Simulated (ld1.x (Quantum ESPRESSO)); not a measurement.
# An all-electron radial function and its pseudo partner (hydrogen (H))

Columns: radius, all-electron u(r) and pseudo u(r) of the 1s shell (level -6.49 eV) of hydrogen in the configuration 1s1; PBE, scalar-relativistic, TM scheme, ld1.x (Quantum ESPRESSO) 7.5.

```
r (bohr)  all-electron  pseudo
   0.047        0.0861  0.0727
   0.095        0.1657  0.1459
   0.142        0.2360  0.2152
   0.190        0.3007  0.2825
   0.237        0.3576  0.3442
   0.285        0.4094  0.4018
   0.332        0.4547  0.4525
   0.380        0.4956  0.4981
   0.427        0.5310  0.5365
   0.475        0.5628  0.5697
   0.522        0.5898  0.5969
   0.570        0.6137  0.6199
   0.617        0.6337  0.6385
   0.665        0.6510  0.6541
   0.712        0.6652  0.6669
   0.760        0.6770  0.6777
   0.807        0.6861  0.6864
   0.855        0.6933  0.6934
   0.902        0.6984  0.6984
   0.950        0.7017  0.7017
   0.997        0.7034  0.7034
   1.045        0.7036  0.7036
   1.092        0.7024  0.7024
   1.140        0.7000  0.7000
   1.187        0.6965  0.6965
   1.235        0.6920  0.6920
```

**Question.** How many radial nodes do the two functions have?

**Answer.** The all-electron 1s function has n − l − 1 = 0; the pseudo-wave has 0.

**Question.** At about which radius was the pseudo-wave matched?

**Answer.** 0.95 bohr. The columns agree to 0.0005 from 0.81 bohr on; several derivatives are matched, so the curves merge somewhat inside the radius.

**Question.** Where does each function peak?

**Answer.** Outermost all-electron maximum near 1.04 bohr, pseudo maximum near 1.04 bohr (to the table’s step).

**Question.** Is the pseudo-wave norm-conserving?

**Answer.** Yes: the TM scheme keeps the norm inside the radius equal to the all-electron one, which fixes the energy derivative of the logarithmic derivative at the level.
